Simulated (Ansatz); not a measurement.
The first iterations of a band of C$_{2}$H$_{4}$OSi (8 atoms, charge 0, multiplicity 1).

The calculation used RKS revPBE-D4/def2-SVP in Ansatz.

```
movable images  : 5
climbing image  : yes
spring          : 5.0 eV/Å²
optimiser       : quadratic models (default)
start path      : IDPP
force threshold : 0.05 eV/Å
iteration limit : 60
end points      : relaxed
```

Image 0:

```xyz
8
Properties=species:S:1:pos:R:3
O -0.251 0.492 2.240
C -0.239 0.313 1.046
C 0.588 0.687 -0.137
Si -0.500 -0.896 -0.447
H 1.680 0.839 -0.034
H 0.104 1.490 -0.734
H -1.457 -0.743 -1.594
H 0.168 -2.239 -0.395
```

Image 6:

```xyz
8
Properties=species:S:1:pos:R:3
O -0.250 0.490 2.239
C -0.239 0.311 1.045
C 0.587 0.689 -0.138
Si -0.497 -0.897 -0.448
H 1.679 0.840 -0.034
H 0.103 1.493 -0.733
H 0.168 -2.241 -0.397
H -1.459 -0.743 -1.591
```

| iteration | highest image above the first end (eV) | largest band force component (eV/Å) |
| --- | --- | --- |
| 1 | 2.787 | 2.764 |
| 2 | 2.005 | 1.686 |
| 3 | 2.052 | 1.031 |
| 4 | 1.926 | 1.180 |
| 5 | 1.788 | 1.046 |
| 6 | 1.637 | 1.031 |
| 7 | 1.193 | 1.251 |
| 8 | 0.776 | 1.320 |
| 9 | 0.691 | 0.904 |
| 10 | 0.644 | 0.489 |

Question: Does the band converge within its limit, and where does its top end?

Answer: The run converged. It ended after 32 iterations with the highest image 0.596 eV above the first end. A vibrational analysis at the climbing image gives one clearly imaginary mode, 117i cm⁻¹: a first-order saddle point.

Time of the run: 5.4 min on 1 thread of Arm Neoverse V1, on a shared host, peak memory 0.14 GiB.
